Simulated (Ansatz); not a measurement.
Relaxation of GeH$_{6}$OS (9 atoms, charge 0, multiplicity 1), to a largest force component of 0.03 eV/Å in at most 50 steps.

Level of theory: RKS PBE0/def2-SVP in Ansatz 0.2.0.

```xyz
9
Properties=species:S:1:pos:R:3:forces:R:3
Ge -0.779 0.912 -0.379 0.05 -0.35 -0.69
S 0.927 -1.260 1.880 0.16 -0.37 0.25
H 0.073 2.031 -1.017 -0.01 0.02 0.03
H -0.644 0.913 1.141 -0.01 -0.02 0.00
H -2.248 1.034 -0.815 0.01 0.00 -0.01
H 0.337 -1.783 0.777 0.07 0.15 0.00
O -0.185 -0.659 -1.118 -0.25 0.57 0.42
H 1.892 -0.673 1.146 0.01 -0.02 -0.02
H 0.627 -0.515 -1.616 -0.04 0.02 0.01
```

Where does it end, and by what steps?

It converged. After 13 steps the energy has fallen by 0.208 eV; H8 moved furthest, 0.89 Å.

```
step  energy less start (eV)  largest force component (eV/Å)  accepted
   0                  0.0000                           0.693       yes
   1                 -0.0883                           0.544       yes
   2                 -0.1172                           0.349       yes
   3                 -0.1496                           0.296       yes
   4                 -0.1696                           0.190       yes
   5                 -0.1791                           0.660       yes
   6                 -0.1374                           1.835        no
   7                 -0.1911                           0.272       yes
   8                 -0.1921                           0.724       yes
   9                 -0.2051                           0.140       yes
  10                 -0.2062                           0.090       yes
  11                 -0.2055                           0.458        no
  12                 -0.2077                           0.046       yes
  13                 -0.2083                           0.007       yes
```

```xyz
9
Properties=species:S:1:pos:R:3
Ge -0.912 1.077 -0.522
S 1.224 -1.773 1.952
H -0.010 2.210 -1.051
H -1.044 1.119 1.002
H -2.285 1.124 -1.220
H 0.726 -1.430 0.736
O -0.133 -0.507 -0.841
H 2.393 -1.143 1.716
H 0.041 -0.677 -1.773
```

Whether the end is a true minimum wasn't checked by a vibrational analysis.

Run time: 33 s on 2 threads of Arm Neoverse V1, on a shared host, peak memory 0.2 GiB.
